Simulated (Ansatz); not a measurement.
Start from `[CH3][AlH][SiH2]S[SiH3]` and change one atom or group to get `[CH3][AlH][SiH2][SnH3]`.

Ansatz, PBE0-D4/def2-TZVP geometries, multiplicity 1. Each molecule was computed in one conformer, which needn't be the lowest.

Elements past krypton have def2 core potentials.

```json
{"property": "size of the dipole moment (ωB97M-V/def2-TZVPP) / D", "`[CH3][AlH][SiH2]S[SiH3]`": "0.87"}
{"property": "HOMO–LUMO gap (B3LYP/def2-TZVPP) / eV", "`[CH3][AlH][SiH2]S[SiH3]`": "5.34"}
{"property": "LUMO energy (B3LYP/def2-TZVPP) / eV", "`[CH3][AlH][SiH2]S[SiH3]`": "-1.53"}
{"property": "size of the dipole moment (B3LYP/def2-TZVPP) / D", "`[CH3][AlH][SiH2]S[SiH3]`": "0.84"}
{"property": "size of the dipole moment (PBE/def2-TZVPP) / D", "`[CH3][AlH][SiH2]S[SiH3]`": "0.81"}
{"property": "LUMO energy (PBE/def2-TZVPP) / eV", "`[CH3][AlH][SiH2]S[SiH3]`": "-2.18"}
```

(1) Give the same properties after the change, and the shifts. (Estimate.)

Answers

(1) Computed: 
| property | `[CH3][AlH][SiH2][SnH3]` | shift |
| --- | --- | --- |
| size of the dipole moment (ωB97M-V/def2-TZVPP) / D | 1.69 | 0.82 |
| HOMO–LUMO gap (B3LYP/def2-TZVPP) / eV | 4.93 | -0.41 |
| LUMO energy (B3LYP/def2-TZVPP) / eV | -2.04 | -0.51 |
| size of the dipole moment (B3LYP/def2-TZVPP) / D | 1.69 | 0.85 |
| size of the dipole moment (PBE/def2-TZVPP) / D | 1.67 | 0.86 |
| LUMO energy (PBE/def2-TZVPP) / eV | -2.61 | -0.43 |

With PBE0 the HOMO falls by 0.10 eV and the LUMO falls by 0.45 eV, so the gap narrows by about 0.35 eV. PBE moves the HOMO by -0.17 eV and ωB97M-V by -0.04 eV. Dipoles are sizes alone; their direction can turn.

B3LYP here is the variant with VWN-RPA as its local correlation; programs differ in this.
